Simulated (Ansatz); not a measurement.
Species: CH$_{2}$OSi$_{2}$, SMILES `O=[si]1c[siH]1` (charge 0, multiplicity 1), formula CH₂OSi₂.

Problem. How many basis functions does Ansatz (a first-principles code) with frozen-core CCSD(T)/cc-pVTZ // PBE0-D3(BJ)/def2-TZVP use, how many core orbitals are frozen, and how many electrons are correlated?

Solution. 156 basis functions and 12 frozen orbitals, which leaves 20 correlated electrons. Core time is of the order of seconds.
